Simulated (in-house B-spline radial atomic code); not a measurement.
How numerical settings move a run on Rb⁺, [Ar] 3d10 4s2 4p6. Computed with a B-spline radial code for spherical atoms: Dirac-Kohn-Sham LDA VWN5, spherical fractional occupations, Fermi nucleus of rms radius 4.2036 fm.

Command:
```bash
python run_scf.py task.json out
```
Settings of the sound reference run:
```
Z                37
electrons        36
configuration    [Ar] 3d10 4s2 4p6
hamiltonian      dirac
method           lda,vwn
spin_polarised   False
nucleus          fermi
rms_radius       4.2036
mass_number      85
atomic_mass      84.91179
speed_of_light   137.036
knot_spacing     0.22
spline_order     8
gauss_points     12
box_radius       35.29
max_iterations   70
damping          0.5
damped_steps     3
diis_vectors     10
tolerance        1e-08
start            Thomas-Fermi
```

Time taken, with all properties: 1.1 s on 1 thread of Intel(R) Xeon(R) Platinum 8488C, with other jobs on the host.

It converges in 9 iterations to -2977.732320 hartree, with 4p3/2 at -21.4998 eV. The other runs change the listed settings, some to values that make no sense; their results aren't properties of the atom or ion. Radii are in bohr (the nuclear one in fm), a minus after a letter asks for a j subshell, and «unchanged» means within 1e-8 hartree. The run stops when the residual is below 10 × tolerance × max(1, Z/10), or a noise floor if that is larger, and the energy moves by less than 1e-8 × √|E| hartree; so very loose and very tight tolerances often act alike.

| changed settings | outcome |
| --- | --- |
| electrons = 39, configuration = [Ar] 3d10 4s2 4p6 5s3, max_iterations = 50 | stopped with error: shell 5s holds at most 2 electrons |
| gauss_points = 4 | converged in 9 iterations, energy +3.46e-07 hartree from the reference |
| spline_order = 6, max_iterations = 60, damping = 0.2 | converged in 10 iterations, energy +1.66e-06 hartree from the reference, 4p3/2 level -6.2e-06 eV |
| first_knot = 0.00027, max_iterations = 100, diis_vectors = 4 | converged in 9 iterations, energy -5.26e-05 hartree from the reference, 4p3/2 level +1.3e-05 eV |
| max_iterations = 5 | not converged after 5 iterations, last residual 1.8e-03, last energy +1.17e-04 hartree from the reference |
| electrons = 37, configuration = [Ar] 3d10 4s2 4p6 3f1, max_iterations = 100 | stopped with error: there is no 3f shell |
| knot_spacing = 0.4, gauss_points = 6, first_knot = 2.7e-05, max_iterations = 50, damping = 0 | converged in 10 iterations, energy +4.21e-04 hartree from the reference, 4p3/2 level +2.3e-05 eV |
| gauss_points = 16 | converged in 9 iterations, energy unchanged |
| knot_spacing = 0.3, max_iterations = 75, damping = 0.8, diis_vectors = 4, tolerance = 0.0001 | converged in 9 iterations, energy +3.32e-06 hartree from the reference, 4p3/2 level -1.1e-04 eV |
| method = hf, spin_polarised = True | stopped with error: spin polarisation is not served with the Dirac Hamiltonian |

Question: What happens with tolerance = 1e-06?

Answer: Converged in 8 iterations, energy unchanged, 4p3/2 level -5.6e-05 eV.

Question: What happens with gauss_points = 3?

Answer: Converged in 9 iterations, energy +1.25e-04 hartree from the reference, 4p3/2 level +1.9e-05 eV.

Question: What happens with gauss_points = 4, max_iterations = 75, damping = 0.2, damped_steps = 30, start = bare nucleus?

Answer: Converged in 33 iterations, energy +3.46e-07 hartree from the reference, 4p3/2 level -6.0e-06 eV.

Question: What happens with max_iterations = 2?

Answer: Not converged after 2 iterations, last residual 1.6e-01, last energy +6.96e-01 hartree from the reference.
